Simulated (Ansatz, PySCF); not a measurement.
H3O3Si, SMILES O[Si](O)O (connectivity only; charge and spin as stated), charge +1, multiplicity 1. Atoms are numbered in the order given.

```xyz
7

O     -1.5874    -0.0559     0.0000
Si    -0.0096    -0.0186     0.0000
O      0.7167     1.3875     0.0000
O      0.6456    -1.4540     0.0000
H     -2.1840     0.7094     0.0000
H      1.6553     1.6305     0.0000
H      1.5718    -1.7369     0.0000
```
Charge +1, spin multiplicity 1.

Geometry: r2SCAN-D4/def2-SVP. The spin state was assumed, not searched. The isomer is the one that the SMILES or the coordinates give; other isomers of the formula were not compared. One conformer was computed; it need not be the lowest.

Two levels are set side by side: PBE-D3(BJ)/def2-SVP (Ansatz, a quantum-chemistry and plane-wave program) and r2SCAN-D4/def2-SVP (PySCF). Each level has its own optimised geometry; the coordinates shown are those of the second. Frequencies come from the Hessian of PySCF at each geometry. Differences are taken from unrounded values.

```csv
quantity,r2SCAN-D4,PBE-D3(BJ),PBE-D3(BJ) minus r2SCAN-D4
mean bond length (Å),1.274,1.288,0.013
bond O1–Si2 (Å),1.578,1.595,0.017
bond Si2–O3 (Å),1.583,1.600,0.018
bond Si2–O4 (Å),1.578,1.596,0.018
bond O1–H5 (Å),0.970,0.979,0.009
bond O3–H6 (Å),0.970,0.978,0.009
bond O4–H7 (Å),0.968,0.977,0.009
highest harmonic wavenumber (cm⁻¹),3853,3737,-116
mean harmonic wavenumber (cm⁻¹),1246,1214,-32
zero-point energy (kcal/mol),26.71,26.03,-0.68
```
